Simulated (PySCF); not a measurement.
Co (cobalt, neutral) across methods

[Ar] 3d9, 2D determinant (an excited configuration). Calculation: PySCF 2.14, in aug-cc-pwCVTZ-DK (10s9p7d4f3g, 127 functions); the spin-free X2C one-electron Hamiltonian (Gaussian nucleus).

```json
{"method": "r2SCAN", "E (hartree)": "-1393.091", "mean ε 3p β (eV)": "-58.876", "mean ε 3d α (eV)": "-2.217", "mean ε 3d β (eV)": "-1.317", "Σ⟨r²⟩ (bohr²)": "32.44", "⟨S²⟩": "0.764"}
{"method": "LDA", "E (hartree)": "-1390.522", "mean ε 3p β (eV)": "-57.361", "mean ε 3d α (eV)": "-2.491", "mean ε 3d β (eV)": "-1.665", "Σ⟨r²⟩ (bohr²)": "32.29", "⟨S²⟩": "0.757"}
{"method": "TPSSh", "E (hartree)": "-1393.139", "mean ε 3p β (eV)": "-59.203", "mean ε 3d α (eV)": "-2.615", "mean ε 3d β (eV)": "-1.762", "Σ⟨r²⟩ (bohr²)": "32.01", "⟨S²⟩": "0.761"}
{"method": "PBE0", "E (hartree)": "-1392.891", "mean ε 3p β (eV)": "-61.055", "mean ε 3d α (eV)": "-3.605", "mean ε 3d β (eV)": "-2.602", "Σ⟨r²⟩ (bohr²)": "30.94", "⟨S²⟩": "0.760"}
{"method": "UHF", "E (hartree)": "-1391.60042", "mean ε 3p β (eV)": "-71.605", "mean ε 3d α (eV)": "-7.710", "mean ε 3d β (eV)": "-5.865", "Σ⟨r²⟩ (bohr²)": "28.14", "⟨S²⟩": "0.777"}
{"method": "PBE", "E (hartree)": "-1392.927", "mean ε 3p β (eV)": "-57.442", "mean ε 3d α (eV)": "-2.287", "mean ε 3d β (eV)": "-1.492", "Σ⟨r²⟩ (bohr²)": "32.87", "⟨S²⟩": "0.759"}
{"method": "BHandHLYP", "E (hartree)": "-1393.048", "mean ε 3p β (eV)": "-64.749", "mean ε 3d α (eV)": "-5.087", "mean ε 3d β (eV)": "-3.905", "Σ⟨r²⟩ (bohr²)": "29.68", "⟨S²⟩": "0.761"}
```

Task: Estimate the same row for wB97M-V.

Result: E (hartree) = -1393.014; mean ε 3p β (eV) = -63.743; mean ε 3d α (eV) = -6.203; mean ε 3d β (eV) = -5.218; Σ⟨r²⟩ (bohr²) = 31.14; ⟨S²⟩ = 0.758.
